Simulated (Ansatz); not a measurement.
Basis-set extrapolation for CH$_{7}$Al$_{2}$BOSi (PBE0-D4/def2-TZVP geometry, frozen core, the Gaussian-basis code of Ansatz). Multiplicity 1, RHF reference.

```json
{"": "HF", "def2-TZVPP": "-914.411752", "def2-QZVPP": "-914.441830"}
{"": "MP2 correlation", "def2-TZVPP": "-0.779754", "def2-QZVPP": "-0.835864"}
{"": "CCSD(T) correlation", "def2-TZVPP": "-0.871184", "def2-QZVPP": "not run"}
```

Energies in hartree. Use E(X) = E(∞) + A·exp(−7.88·√X) for Hartree–Fock and E(X) = E(∞) + B·X^(−2.97) for correlation, with X = 3 and 4, and add CCSD(T) minus MP2 of the smaller set to the MP2 limit.

Problem. What is the CCSD(T) energy at the basis-set limit?

Solution. HF limit: -914.441830 + (-0.030078) × 0.13774 = -914.44597. MP2 limit: -0.835864 + (-0.056110) × 0.74074 = -0.87743. Higher-order term: -0.871184 − (-0.779754) = -0.09143. Total: -915.41483 hartree, 3.59 eV below CCSD(T)/def2-TZVPP.
